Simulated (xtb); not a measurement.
A run for xtb: GFN-FF on CH5BS (SMILES BSC), a point of a torsion scan.

```
$ xtb mol.xyz --gfnff --sp --chrg 0 --uhf 0
8

B      1.55509648     0.02917167     0.21078889
S      0.11200772     0.67989007     0.94190513
C     -1.24883780     0.00531513    -0.08157625
H      1.48044904    -0.65578807    -0.73183265
H      2.57223942     0.31623856     0.70387435
H     -1.44742462    -1.01645919     0.22632596
H     -2.12435601     0.62007701     0.09824221
H     -0.97271270     0.04056221    -1.12918275
```

The log:

```
[...]
           -------------------------------------------------
          |                Calculation Setup                |
           -------------------------------------------------



          ==================== Thresholds ====================
          CN  :   150.00000
          rep :   500.00000
          disp:  2500.00000
          HB1 :   250.00000
          HB2 :   450.00000

          Pauling EN used:
          Z : 1  EN :  2.20
          Z : 5  EN :  2.04
          Z : 6  EN :  2.55
          Z :16  EN :  2.58
          electric field strengths (au): 0.000

           -------------------------------------------------
          |           Force Field Initialization            |
           -------------------------------------------------

          distances ...
          ----------------------------------------
          generating topology and atomic info file ...
          pair mat ...
          computing topology distances matrix with Floyd-Warshall algo ...
          making topology EEQ charges ...
          #fragments for EEQ constrain: 1
          ----------------------------------------
          generating topology and atomic info file ...
          pair mat ...
          computing topology distances matrix with Floyd-Warshall algo ...
          making topology EEQ charges ...
          #fragments for EEQ constrain: 1
          rings ...
          # BATM   22
          # H in HB   2
          doing iterative Hueckel for 1 subsystem(s) ...

  atom   neighbors  erfCN metchar sp-hybrid imet pi  qest     coordinates
    1  B       3    2.76   0.02         2    0    1  -0.041    2.938706    0.055126    0.398333
    2  S       2    1.92   0.00         3    0    1  -0.091    0.211664    1.284806    1.779943
    3  C       4    3.48   0.00         3    0    0  -0.043   -2.359961    0.010044   -0.154157
    4  H       1    0.96   0.01         0    0    0   0.036    2.797643   -1.239260   -1.382963
    5  H       1    0.96   0.01         0    0    0   0.036    4.860828    0.597604    1.330130
    6  H       1    0.97   0.00         0    0    0   0.034   -2.735236   -1.920829    0.427694
    7  H       1    0.97   0.00         0    0    0   0.034   -4.014451    1.171776    0.185651
    8  H       1    0.97   0.00         0    0    0   0.034   -1.838161    0.076651   -2.133846

          #atoms :   8
          #bonds :   7
          #angl  :   10
          #tors  :   6
          #nmol  :   1
          #optfrag :   1
           -------------------------------------------------
          |                   G F N - F F                   |
          |          A general generic force-field          |
          |                  Version 1.0.3                  |
           -------------------------------------------------
          Number of HB bonds (bound hydrogen)     0
          Number of HB bonds (unbound hydrogen)   0
          Number of XB bonds                      0

 E+G (total)                   0 d,  0 h,  0 min,  0.000 sec
 distance/D3 list               ...        0 min,  0.000 sec (  1.356%)
 non bonded repulsion           ...        0 min,  0.000 sec ( 15.236%)
 dCN                            ...        0 min,  0.000 sec (  3.911%)
 EEQ energy and q               ...        0 min,  0.000 sec (  9.849%)
 D3                             ...        0 min,  0.000 sec ( 15.910%)
 EEQ gradient                   ...        0 min,  0.000 sec (  4.587%)
 bonds                          ...        0 min,  0.000 sec ( 11.271%)
 bend and torsion               ...        0 min,  0.000 sec ( 16.213%)
 bonded ATM                     ...        0 min,  0.000 sec (  5.263%)
Note: The following floating-point exceptions are signalling: IEEE_UNDERFLOW_FLAG IEEE_DENORMAL
normal termination of xtb
 HB/XB (incl list setup)        ...        0 min,  0.000 sec ( 10.918%)

         :::::::::::::::::::::::::::::::::::::::::::::::::::::
         ::                     SUMMARY                     ::
         :::::::::::::::::::::::::::::::::::::::::::::::::::::
         :: total energy              -0.912522175145 Eh    ::
         :: gradient norm              0.038207937678 Eh/a0 ::
         ::.................................................::
         :: bond energy               -0.941811770495 Eh    ::
         :: angle energy               0.001631677976 Eh    ::
         :: torsion energy             0.000119887647 Eh    ::
         :: repulsion energy           0.034817311964 Eh    ::
         :: electrostat energy        -0.004423178590 Eh    ::
         :: dispersion energy         -0.002803212570 Eh    ::
         :: HB energy                  0.000000000000 Eh    ::
         :: XB energy                  0.000000000000 Eh    ::
         :: bonded atm energy         -0.000052891076 Eh    ::
         :: external energy            0.000000000000 Eh    ::
         :: add. restraining           0.000000000000 Eh    ::
         :: total charge              -0.000000000000 e     ::
         :::::::::::::::::::::::::::::::::::::::::::::::::::::

           -------------------------------------------------
          |                Property Printout                |
           -------------------------------------------------

molecular dipole:
                 x           y           z       tot (Debye)
 q only:       -0.045      -0.192      -0.257       0.824

           -------------------------------------------------
          | TOTAL ENERGY               -0.912522175145 Eh   |
          | GRADIENT NORM               0.038207937678 Eh/α |
           -------------------------------------------------
########################################################################
[WARNING] Runtime exception occurred
-1- gfnff_setup: Could not read topology file.
########################################################################

------------------------------------------------------------------------
------------------------------------------------------------------------
 total:
 SCF:
```

The run finished.

Cost: roughly 0.010 core-seconds.
